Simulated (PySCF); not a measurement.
Vibration and rotation of RbF

RHF-CCSD(T) constants of RbF, ¹Σ⁺ (singlet), closed shell (Rb def2-SVP with ECP28, F def2-SVP; scalar-relativistic core potentials (PySCF 2.14); masses 84.9118 and 18.9984 u):

| Quantity | Value |
| --- | --- |
| ωe | 398.5 cm⁻¹ |
| ωexe | 1.75 cm⁻¹ |
| Be | 0.20133 cm⁻¹ |
| αe | 0.00135 cm⁻¹ |
| D (centrifugal) | 2.06e-07 cm⁻¹ |
| De to Rb + F | 3.95 eV |

Problem. Estimate the standard entropy (1 bar) and heat capacity of the ideal gas at 1500 K, rigid rotor with B0 and harmonic oscillator at the fundamental.

Solution. Translation (Sackur–Tetrode, M = 103.91 u): 200.4 J/(mol K). Rotation: q = kT/(σB0) = 5200 with σ = 1, 79.4. Vibration: x = hcν0/kT = 0.379, 16.43. S° = 296.2 J/(mol K); Cp = 7R/2 + 8.22 = 37.3 J/(mol K).

Correlated steps freeze 1 core orbital. Correlated levels converge slowly with the basis: in double zeta they bind strong bonds too weakly, by up to about 1 eV, and carry superposition errors of some tenths. Where the molecule has an RHF reference, its open-shell atoms are computed with UHF.
